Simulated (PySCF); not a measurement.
SnI at MN15

Computed with MN15; Sn def2-SVP with ECP28, I def2-SVP with ECP28; scalar-relativistic core potentials (PySCF 2.14).

| Quantity | Value |
| --- | --- |
| state | ²Π (doublet), unpaired electrons π ↑ |
| bond length | 2.732 Å |
| harmonic wavenumber | 196 cm⁻¹ |
| force constant | 1.40 mdyn/Å |
| rotational constant Be | 0.03663 cm⁻¹ |
| anharmonicity ωexe | 0.377 cm⁻¹ |
| vibration–rotation constant αe | 9.77e-05 cm⁻¹ |
| well depth De to Sn + I | 281 kJ/mol |
| dissociation energy D0 | 280 kJ/mol |
| bond order (Mayer) | 1.21 |
| dipole moment (positive dipole means Sn(−)I(+)) | -2.34 D |

Spin–orbit coupling is left out, which matters for elements this heavy, above all for dissociation energies. The state is the lowest determinant that a PBE0 search found; another state may lie lower at other levels.
